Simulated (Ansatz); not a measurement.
Species: sum formula SiNHCl₃ (charge 0, doublet). It need not be the lowest isomer of its formula. 
Geometry from a B3LYP-D3(BJ)/def2-TZVP (Ansatz, a quantum-chemistry and plane-wave program) optimisation:
```xyz
6

Si     0.2593     0.1023     0.0111
Cl     0.0991    -1.2676    -1.4979
Cl    -0.2454    -0.7505     1.7991
Cl    -0.9950     1.6545    -0.3635
N      1.8869     0.6867     0.0895
H      2.5634    -0.0587     0.2770
```
Charge 0, spin multiplicity 2.

Basis-set convergence of Hartree-Fock and CCSD correlation energies (hartree) with Ansatz. Valence correlation only, unless marked. UHF or UKS for open shells. Spin-orbit coupling is left out. Non-relativistic.

```json
[
 {"basis": "cc-pV(D+d)Z", "functions": "111", "E(HF)": "-1722.62776", "E(corr, CCSD)": "-0.68200"},
 {"basis": "cc-pV(T+d)Z", "functions": "200", "E(HF)": "-1722.71200", "E(corr, CCSD)": "-0.90056"},
 {"basis": "cc-pV(Q+d)Z", "functions": "341", "E(HF)": "-1722.73031", "E(corr, CCSD)": "-0.97628"},
 {"basis": "cc-pV(5+d)Z", "functions": "546", "E(HF)": "-1722.73370", "E(corr, CCSD)": "-1.00150"}
]
```

Extrapolating the two largest sets (X = 4 and 5) as X^-3: E(corr) = (125·(-1.00150) - 64·(-0.97628))/61 = -1.0280 Eh, an estimate of the basis-set limit. The largest set recovers 97.4 % of it, the smallest 66.3 %.
